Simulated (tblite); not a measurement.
Species: C₅H₁₂BO₂ (doublet state).
Bonds: C1–C2, C2–C3, C3–C4, C4–C5, C4–B6, B6–O7, B6–O8. Hydrogens: H9, H10, H11 on C1; H12, H13 on C2; H14, H15 on C3; H16, H17, H18 on C5; H19 on O7; H20 on O8.

Computed with GFN2-xTB (tblite), gas phase: L-BFGS steps from a force-field or distance-geometry start until the largest atomic force falls under 0.01 eV/Å.

Step 77: E = -713.3578 eV
```
atom  x, y, z in Å  |  force x, y, z in eV/Å
C1      2.8892    0.4663   -0.1743   -0.024   0.018  -0.046
C2      1.4738    0.1760   -0.6655   -0.028  -0.007   0.028
C3      0.4722    0.1409    0.5015   -0.054  -0.026   0.050
C4     -0.9076   -0.2994    0.1358   -0.028  -0.037   0.000
C5     -1.0457   -1.6435   -0.4928    0.022  -0.011  -0.008
B6     -2.1865    0.4927    0.4628    0.030   0.029  -0.057
O7     -2.2203    1.7818    0.9397    0.010   0.036   0.017
O8     -3.3885   -0.1222    0.2700   -0.083  -0.044  -0.027
H9      2.9800    1.4913    0.1797   -0.048  -0.012   0.031
H10     3.1595   -0.2004    0.6440   -0.002   0.001  -0.085
H11     3.5992    0.3279   -0.9867    0.031   0.000   0.023
H12     1.1689    0.9446   -1.3783   -0.014  -0.029  -0.024
H13     1.4584   -0.7862   -1.1799    0.011   0.019   0.029
H14     0.8711   -0.5669    1.2408    0.000   0.012   0.029
H15     0.4455    1.1268    0.9753    0.031  -0.018   0.000
H16    -0.9262   -1.5771   -1.5794    0.032   0.004   0.033
H17    -0.2983   -2.3439   -0.1175   -0.007   0.007  -0.027
H18    -2.0459   -2.0306   -0.3089    0.054   0.007   0.002
H19    -1.3679    2.1984    1.0407    0.031   0.027   0.017
H20    -4.1359    0.4342    0.4899    0.034   0.026   0.014
```

Step 78: E = -713.3587 eV
```
atom  x, y, z in Å  |  force x, y, z in eV/Å
C1      2.8880    0.4719   -0.1797   -0.019   0.014  -0.022
C2      1.4717    0.1754   -0.6646   -0.028   0.006   0.030
C3      0.4727    0.1365    0.5056   -0.036  -0.022   0.046
C4     -0.9067   -0.3035    0.1409   -0.039  -0.019   0.009
C5     -1.0461   -1.6467   -0.4874    0.019  -0.008  -0.009
B6     -2.1846    0.4919    0.4624   -0.027   0.073  -0.054
O7     -2.2155    1.7808    0.9481    0.057  -0.025  -0.007
O8     -3.3899   -0.1164    0.2506    0.003   0.017  -0.005
H9      2.9782    1.5001    0.1681   -0.049  -0.042   0.026
H10     3.1608   -0.1910    0.6420    0.001   0.023  -0.100
H11     3.5961    0.3294   -0.9937    0.021   0.004   0.036
H12     1.1619    0.9432   -1.3765   -0.019  -0.043  -0.022
H13     1.4592   -0.7877   -1.1776    0.004   0.025   0.026
H14     0.8733   -0.5733    1.2423    0.005   0.020   0.026
H15     0.4447    1.1217    0.9810    0.043  -0.022   0.002
H16    -0.9269   -1.5795   -1.5731    0.032   0.003   0.007
H17    -0.3000   -2.3487   -0.1139    0.005  -0.002  -0.015
H18    -2.0467   -2.0308   -0.3034    0.036  -0.011   0.002
H19    -1.3603    2.1917    1.0628   -0.037  -0.015   0.004
H20    -4.1349    0.4458    0.4630    0.027   0.023   0.019
```

Step 79: E = -713.3600 eV
```
atom  x, y, z in Å  |  force x, y, z in eV/Å
C1      2.8864    0.4743   -0.1825   -0.023  -0.002  -0.006
C2      1.4697    0.1743   -0.6631   -0.023   0.007   0.018
C3      0.4718    0.1350    0.5084   -0.004  -0.011   0.032
C4     -0.9064   -0.3062    0.1436   -0.024  -0.003   0.027
C5     -1.0454   -1.6479   -0.4859    0.015   0.000  -0.009
B6     -2.1828    0.4909    0.4627   -0.033   0.074  -0.057
O7     -2.2141    1.7803    0.9474    0.079  -0.023  -0.002
O8     -3.3881   -0.1161    0.2474   -0.013   0.041  -0.004
H9      2.9736    1.5014    0.1678   -0.038  -0.035   0.024
H10     3.1621   -0.1905    0.6358    0.005   0.018  -0.069
H11     3.5953    0.3328   -0.9957    0.009   0.018   0.017
H12     1.1578    0.9408   -1.3758   -0.025  -0.046  -0.022
H13     1.4590   -0.7894   -1.1742   -0.001   0.019   0.017
H14     0.8737   -0.5735    1.2456    0.008   0.020   0.028
H15     0.4424    1.1210    0.9814    0.047  -0.020   0.012
H16    -0.9258   -1.5769   -1.5704    0.030  -0.004  -0.024
H17    -0.3006   -2.3515   -0.1151    0.021  -0.011   0.000
H18    -2.0460   -2.0297   -0.3024    0.011  -0.031   0.000
H19    -1.3578    2.1885    1.0684   -0.057  -0.020  -0.001
H20    -4.1298    0.4530    0.4534    0.017   0.006   0.020
```

Step 80: E = -713.3616 eV
```
atom  x, y, z in Å  |  force x, y, z in eV/Å
C1      2.8838    0.4791   -0.1886   -0.015  -0.005   0.008
C2      1.4662    0.1728   -0.6607   -0.018  -0.002  -0.004
C3      0.4714    0.1305    0.5139    0.033   0.012   0.012
C4     -0.9062   -0.3102    0.1492    0.004   0.020   0.031
C5     -1.0448   -1.6501   -0.4823    0.006   0.004  -0.006
B6     -2.1803    0.4926    0.4601   -0.033   0.038  -0.042
O7     -2.2119    1.7792    0.9507    0.089  -0.007  -0.003
O8     -3.3854   -0.1117    0.2359    0.003   0.051  -0.022
H9      2.9667    1.5054    0.1636   -0.025  -0.021   0.023
H10     3.1664   -0.1858    0.6254    0.006  -0.004  -0.010
H11     3.5940    0.3387   -1.0006   -0.016   0.039  -0.014
H12     1.1490    0.9352   -1.3753   -0.033  -0.046  -0.016
H13     1.4586   -0.7924   -1.1677   -0.007   0.000  -0.002
H14     0.8759   -0.5765    1.2502    0.012   0.007   0.030
H15     0.4426    1.1163    0.9858    0.042   0.001   0.028
H16    -0.9248   -1.5759   -1.5657    0.024  -0.005  -0.051
H17    -0.3019   -2.3561   -0.1149    0.042  -0.018   0.019
H18    -2.0452   -2.0296   -0.2984   -0.019  -0.051  -0.006
H19    -1.3559    2.1840    1.0855   -0.067  -0.026  -0.008
H20    -4.1231    0.4652    0.4308   -0.028   0.013   0.034
```

Problem. Estimate the geometry and energy of step 81. (The exact step hangs on the optimiser's Hessian estimate; all steps are aligned on step 80, rigid shifts and turns removed.)

Solution. E = -713.3628 eV, largest force 0.073 eV/Å
```
atom  x, y, z in Å  |  force x, y, z in eV/Å
C1      2.8812    0.4843   -0.1946   -0.008  -0.011   0.014
C2      1.4628    0.1714   -0.6589   -0.010  -0.011  -0.012
C3      0.4721    0.1258    0.5193    0.044   0.023   0.007
C4     -0.9059   -0.3135    0.1549    0.024   0.021   0.020
C5     -1.0447   -1.6528   -0.4784    0.002   0.002  -0.002
B6     -2.1779    0.4957    0.4574   -0.031  -0.009  -0.035
O7     -2.2084    1.7780    0.9570    0.072   0.010  -0.004
O8     -3.3830   -0.1040    0.2204    0.002   0.061  -0.033
H9      2.9611    1.5107    0.1565   -0.019  -0.005   0.027
H10     3.1702   -0.1790    0.6174    0.006  -0.017   0.028
H11     3.5916    0.3443   -1.0063   -0.032   0.048  -0.037
H12     1.1396    0.9299   -1.3750   -0.038  -0.043  -0.010
H13     1.4578   -0.7950   -1.1622   -0.008  -0.017  -0.019
H14     0.8788   -0.5805    1.2547    0.015  -0.006   0.023
H15     0.4445    1.1105    0.9923    0.036   0.023   0.035
H16    -0.9241   -1.5777   -1.5620    0.016  -0.002  -0.044
H17    -0.3026   -2.3609   -0.1127    0.041  -0.007   0.024
H18    -2.0452   -2.0315   -0.2940   -0.021  -0.053  -0.015
H19    -1.3529    2.1783    1.1052   -0.052  -0.022  -0.009
H20    -4.1199    0.4766    0.4058   -0.038   0.014   0.041
```

The energy changes by -0.0012 eV. The first-order estimate −F·Δx gives -0.0016 eV and the mean of the old and new forces, exact on a quadratic surface, -0.0012 eV. The step makes an angle of 82° with the force vector and moves no atom by more than 0.028 Å.

What follows is the cost of the whole relaxation. Time: 1.4 s of wall time. Hardware: an Arm Neoverse V1 with one thread, shared host with 64 logical CPUs at a one-minute load of 49.
